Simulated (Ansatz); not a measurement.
Stepwise substitution at one centre (Al CH3-H). All species are isolated molecules in the gas phase. Strings in code marks are SMILES.

Quantity: vertical ionisation energy (energy after one electron is removed minus that of the parent at the parent's geometry), in eV.

A: `[CH3][AlH2]`
B: `[CH3][AlH][CH3]`
C: `[AlH3]`

Task: Rank these by vertical ionisation energy (energy after one electron is removed minus that of the parent at the parent's geometry) (lowest first), as frozen-core CCSD(T)/cc-pVTZ // B3LYP-D3(BJ)/def2-TZVP (Ansatz, a quantum-chemistry and plane-wave program) gives it.

Result: B (10.12 eV), A (10.58 eV), C (11.42 eV)
